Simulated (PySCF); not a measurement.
AlO, SMILES [O]=[Al], multiplicity 2.

Geometry optimised at PBE0-D3(BJ)/def2-TZVPD.

All values below come from M06-2X/def2-TZVPD (PySCF).

The molecule is in vacuum.

```yaml
total_energy: -317.60074 hartree
point_group: C∞v
"α spin, highest occupied and lowest empty level": -8.85 and -0.74 eV
"β spin, highest occupied and lowest empty level": -9.19 and -3.61 eV
dipole_moment: 5.01 D
mean_static_polarisability: 44.4 bohr³ (6.57 Å³)
polarisability_principal_values: 38.1, 38.1, 56.8 bohr³
"⟨S²⟩": 0.764 (pure state 0.75)
```
